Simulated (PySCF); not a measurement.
Basis-set dependence of AsH at CCSD

PySCF, UHF reference; triplet, unpaired electrons π ↑↑; De to As + H without counterpoise correction. Frozen cores follow the default of each basis and core potential.

```tsv
basis	relativity	functions	Re (Å)	ωe (cm⁻¹)	De (eV)	frozen orbitals
aug-cc-pVDZ-PP/aug-cc-pVDZ	scalar-relativistic core potentials	41	1.536	2144	2.61	4
cc-pVTZ-PP/cc-pVTZ	scalar-relativistic core potentials	53	1.517	2215	2.81	4
def2-TZVPP	no relativity	62	1.525	2174	2.79	9
def2-TZVPPD	no relativity	71	1.524	2176	2.80	9
```

How does each smaller set differ from the one with most functions, def2-TZVPPD?

aug-cc-pVDZ-PP/aug-cc-pVDZ: +1.2 pm, -1.5 % in ωe, -0.19 eV in De; cc-pVTZ-PP/cc-pVTZ: -0.7 pm, +1.8 % in ωe, +0.01 eV in De; def2-TZVPP: +0.1 pm, -0.1 % in ωe, -0.01 eV in De. All at CCSD; the set with most functions is neither the basis-set limit nor always the best. The rows treat relativity differently, so the differences are not basis effects alone.

Correlated steps freeze the inner cores (4 to 9 orbitals); shallow outer-core shells are correlated. Correlated levels converge slowly with the basis: in double zeta they bind strong bonds too weakly, by up to about 1 eV, and carry superposition errors of some tenths. Spin–orbit coupling is left out. The state was picked by a PBE0 search and need not be the measured ground state.
